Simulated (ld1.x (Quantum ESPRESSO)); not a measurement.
## What one change does to a pseudopotential (Ge, PAW)

```json
{
  "Element": "Ge",
  "Generator": "ld1.x (Quantum ESPRESSO) 7.5",
  "Type": "PAW",
  "Functional": "PBEsol",
  "Relativity": "non-relativistic",
  "Frozen core": "[Ar]",
  "Valence charge": "14",
  "Reference configuration": "3d10 4s2 4p1 (charge +1)",
  "Partial waves": "4s (bound): rcut 1.65, rcutus 1.80 bohr; 4s channel at 0.8 Ry: rcut 1.65, rcutus 1.80 bohr; 4p (bound): rcut 1.45, rcutus 1.70 bohr; 4p channel at 2.4 Ry: rcut 1.45, rcutus 1.70 bohr; 3d (bound): rcut 0.70, rcutus 0.75 bohr; 3d channel at -2.55 Ry: rcut 0.70, rcutus 0.75 bohr",
  "Local potential": "all-electron potential smoothed inside 1.45 bohr (lloc = -1)",
  "Core correction": "Bessel-smoothed model core, default radius (core density twice the valence density)",
  "Augmentation charge": "BESSEL, radius 0.55 bohr"
}
```

Change: waves 4p (bound): rcut 1.45, rcutus 1.60 bohr; 4p channel at 2.4 Ry: rcut 1.45, rcutus 1.60 bohr.

Cutoffs: the cutoffs (Ry, on a coarse ladder) from which the occupation-weighted sum of valence levels, in a spherical-Bessel basis at the reference potential, stays within 10 and 1 mRy of its value at 400 Ry; they do not see the model core or the augmentation charge, which bear on the density cutoff. Errors are all-electron minus pseudo energies relative to the spin-unpolarised reference configuration.

Question: What does the change do?

Answer: Of the 7 tests that both files solve, the error grows in 2 and shrinks in 0 by more than 15 % and 0.3 meV (median size 0.4 → 0.5 meV); the range in which the p phases agree narrows (upper end at the end of the scan → 3.4); neither file shows a bound ghost.

| quantity | base | changed |
| --- | --- | --- |
| cutoff, loose | 300 Ry | 300 Ry |
| cutoff, tight | over 300 Ry | over 300 Ry |
| bound ghosts | none | none |
| error for 3d10 4s2 4p2, meV [ΔE -7.49 eV] | +0.2 | +0.4 |
| error for 3d10 4s2 4p0, meV [ΔE 15.46 eV] | -0.4 | -0.5 |
| error for 3d10 4s1 4p0, meV [ΔE 49.70 eV] | -1.9 | -2.6 |
| error for 3d9 4s2 4p2, meV [ΔE 32.12 eV] | -216 | -217 |
| error for 3d10 4s2 4p1.5, meV [ΔE -4.66 eV] | 0.0 | 0.0 |
| error for 3d10 4s2 4p2.3, meV [ΔE -8.38 eV] | +0.2 | +0.4 |
| error for 3d10 4s1 4p2, meV [ΔE 8.31 eV] | +1.4 | +1.9 |
| s: phases at 1.95 bohr within 0.05 rad from the reference energy up to (Ry; the scan ends near 5) | 4.5 | 4.5 |
| p: phases at 1.95 bohr within 0.05 rad from the reference energy up to (Ry; the scan ends near 5) | to the end of the scan | 3.4 |
| d: phases at 1.95 bohr within 0.05 rad from the reference energy up to (Ry; the scan ends near 5) | to the end of the scan | to the end of the scan |
| lowest overlap eigenvalue by channel | s 0.39, p 0.59, d 0.99 | s 0.39, p 0.64, d 0.99 |
